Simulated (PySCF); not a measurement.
Sb(H)(OMe)2 (C2H7O2Sb), SMILES [SbH]([O]C)[O]C.

Geometry: PBE-D3(BJ)/def2-SVP. The structure was generated by enumeration; whether it is a known compound was not checked. The def2 effective core potentials stand for the cores of Sb; spin–orbit coupling is left out. Other conformers were not sampled.

Computed with IEF-PCM-ωB97X/def2-SVP in PySCF 2.14.0.

The values are the electrostatic part of the solvation free energy, E(continuum) − E(gas) at the gas-phase geometry, in a cavity of scaled van der Waals radii (PySCF's table); cavitation and dispersion terms are not included. A continuum can't describe solvent molecules that bind to the metal. In vacuum the orbital gap is 10.76 eV. The dipole moment in vacuum is 1.20 D.

```
solvent            ε  ΔG(elec) (kcal/mol)  dipole (D)  gap (eV)
-------------  -----  -------------------  ----------  --------
water          78.36                 -5.4        1.70     10.89
chlorobenzene   5.70                 -4.1        1.55     10.86
chloroform      4.71                 -3.8        1.53     10.85
```
